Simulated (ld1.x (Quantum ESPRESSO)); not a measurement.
calcium: one change to a TM semilocal potential, before and after

- Element: calcium
- Generator: ld1.x (Quantum ESPRESSO) 7.5
- Type: norm-conserving Troullier–Martins (semilocal form)
- Functional: LDA (PZ)
- Relativity: scalar-relativistic
- Frozen core: [Ar]
- Valence charge: 2
- Reference configuration: 3d0 4s1.5 4p0 (charge +0.5)
- Partial waves: 4s (bound): rc 2.75 bohr; 3d (bound, empty): rc 1.95 bohr; 4p (bound, empty): rc 3.20 bohr
- Local potential: the p channel
- Core correction: a·sin(br)/r model core inside 1.40 bohr

Change: wave 4s (bound): rc 2.75 bohr becomes 4s (bound): rc 2.46 bohr.

Cutoffs: the cutoffs (Ry, on a coarse ladder) from which the occupation-weighted sum of valence levels, in a spherical-Bessel basis at the reference potential, stays within 10 and 1 mRy of its value at 400 Ry; they do not see the model core or the augmentation charge, which bear on the density cutoff. Errors are all-electron minus pseudo energies relative to the spin-unpolarised reference configuration.

Problem. Predict the effect on cutoff, ghosts and configuration errors.

Solution. The potential gets harder (6 Ry and 10 Ry → 8 Ry and 21 Ry); of the 9 tests that both files solve, the error grows in 4 and shrinks in 1 by more than 15 % and 0.3 meV (median size 3.3 → 4.2 meV); neither file shows a bound ghost. A smaller radius makes the pseudo-wave follow the all-electron one further in, where it bends more sharply, so more plane waves are needed. A semilocal file is local in each channel, so a ghost entry of none says nothing of the separable form that plane-wave codes build from it.

```tsv
quantity	base	changed
cutoff, loose	6 Ry	8 Ry
cutoff, tight	10 Ry	21 Ry
bound ghosts	none	none
error for 3d0 4s2 4p0, meV [ΔE -2.57 eV]	+0.2	+0.6
error for 3d0 4s1 4p0, meV [ΔE 3.90 eV]	-1.1	-0.8
error for 3d0 4s1 4p1, meV [ΔE -0.08 eV]	-1.3	-1.7
error for 3d1 4s0 4p0, meV [ΔE 5.23 eV]	-214	-188
error for 3d0 4s0 4p1, meV [ΔE 7.02 eV]	-13	-17
error for 3d0.5 4s1.5 4p0, meV [ΔE -1.54 eV]	-47	-41
error for 3d1 4s1 4p0, meV [ΔE -0.32 eV]	-124	-111
error for 3d0 4s1.5 4p0 (spin-polarised), meV [ΔE -0.04 eV]	0.0	-0.2
error for 3d0 4s1 4p0 (spin-polarised), meV [ΔE 3.69 eV]	-3.3	-4.2
s: phases at 3.48 bohr within 0.05 rad from the reference energy up to (Ry; the scan ends near 5)	1.0	0.6
p: phases at 3.48 bohr within 0.05 rad from the reference energy up to (Ry; the scan ends near 5)	0.8	0.8
d: phases at 3.48 bohr within 0.05 rad from the reference energy up to (Ry; the scan ends near 5)	0.6	0.6
```

Base: The cutoffs count occupied waves only; the empty 3d level needs 40 Ry at the loose tolerance. Changed file: The cutoffs count occupied waves only; the empty 3d level needs 40 Ry at the loose tolerance.
